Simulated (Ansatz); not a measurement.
A nudged elastic band was laid between two geometries of AlBrF₃H (6 atoms, charge 0, multiplicity 1).

Theory: Ansatz 0.2.0, RKS B3LYP/def2-SVP.

```
movable images  : 7
climbing image  : yes
spring          : 5.0 eV/Å²
optimiser       : quadratic models (default)
start path      : through a guess of the saddle point
force threshold : 0.05 eV/Å
iteration limit : 39
end points      : relaxed
```

Image 0:

```xyz
6
Properties=species:S:1:pos:R:3
Al 0.005 0.021 0.049
F 0.002 0.468 1.654
F 1.422 0.134 -0.799
F -1.427 0.050 -0.780
Br 0.087 -2.541 0.892
H 0.076 -1.890 2.172
```

Image 8:

```xyz
6
Properties=species:S:1:pos:R:3
Al 0.019 -0.479 -0.098
F 0.018 -0.019 1.823
F 1.428 0.212 -0.626
F -1.435 0.127 -0.605
Br 0.090 -2.689 0.523
H 0.046 -0.910 2.172
```

**Question.** What changes between the two ends?

**Answer.** Bonds broken: Br5–H6. Bonds formed: F2–H6.

**Question.** Give the energies along the band, and the barrier.

**Answer.** It converged. The highest image is number 4 of 0 to 8, 0.164 eV above the first end and 0.269 eV above the last; the last end lies 0.105 eV below the first. A vibrational analysis at the climbing image gives one clearly imaginary mode, 549i cm⁻¹: a first-order saddle point. The orbitals stay closed-shell, which can raise the energy where a bond breaks towards radicals; this wasn't checked here.

```csv
image,path coordinate (Å),energy (eV),Br5–H6 (Å),F2–H6 (Å)
0,0.00,0.000,1.44,2.42
1,0.23,0.009,1.44,2.13
2,0.45,0.039,1.46,1.85
3,0.68,0.101,1.50,1.58
4,0.90,0.164,1.62,1.31
5,1.08,0.090,1.79,1.12
6,1.26,-0.032,1.99,1.01
7,1.44,-0.091,2.20,0.98
8,1.62,-0.105,2.43,0.96
```

**Question.** What is the geometry of the highest image?

**Answer.** 
```xyz
6
Properties=species:S:1:pos:R:3
Al 0.013 -0.239 0.023
F 0.017 0.050 1.771
F 1.438 0.166 -0.708
F -1.443 0.083 -0.688
Br 0.086 -2.567 0.919
H 0.055 -1.251 1.872
```

**Question.** What are the harmonic wavenumbers there?

**Answer.** 549i, 112, 166, 208, 239, 374, 438, 727, 733, 898, 978, 1431 cm⁻¹.

Run time: 5.6 min on 2 threads of Intel(R) Xeon(R) Platinum 8259CL CPU @ 2.50GHz (Skylake/Cascade Lake) (shared host), peak memory 0.24 GiB.
